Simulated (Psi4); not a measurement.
Pair of molecules, SMILES F with SMILES [AsH3] (the first has 2 atoms); geometry from B3LYP-D3(BJ)/def2-TZVP.
(charge 0, multiplicity 1):
```xyz
6

F      0.833    -0.560    -0.255
H      0.551    -0.322     0.606
As    -0.166     0.284     2.810
H      0.624    -0.092     4.049
H     -1.495    -0.171     3.384
H     -0.353     1.730     3.232
```

Method: SAPT0/aug-cc-pVDZ in Psi4.

**Question.** Give the four SAPT terms and the total, and say what mostly holds the pair together.

**Answer.** electrostatics -6.91, exchange 8.56, induction -4.14, dispersion -1.97, total -4.46 kcal/mol; the largest attraction is electrostatics.
